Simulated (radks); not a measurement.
Spherical jellium clusters: N electrons in a uniform positive sphere of charge N and radius rs N^(1/3), rs = 5.86 bohr. Calculated with a radial shooting solver with Libxc functionals: non-relativistic Kohn-Sham, PBEsol, spin-polarised, spherical densities. Levels are named by radial order and angular momentum (1s, 1p, 1d, 2s, ...), and open shells are averaged over m.

N = 3, configuration 1s2 1p(up 1, down 0). This is the lowest configuration that the search found. Occupied levels:

level    occupation  eigenvalue (eV)  <r> (bohr)
1s up             1          -2.7659       6.111
1s down           1          -2.5420       5.768
1p up             1          -1.8230       7.531

Energy (eV): total -4.47784, kinetic 2.9208, external -34.213, Hartree 16.996, exchange-correlation -7.5681, background 17.386.

Electron density:

r (bohr)  n(r) (e/bohr^3)
0.625            0.001930
1.67             0.001906
2.71             0.001838
3.76             0.001695
4.80             0.001456
5.85             0.001136
6.89            0.0007873
7.94            0.0004769
8.98            0.0002506
10.0            0.0001175
11.1           0.00005218
12.1           0.00002242
13.2            9.604e-06
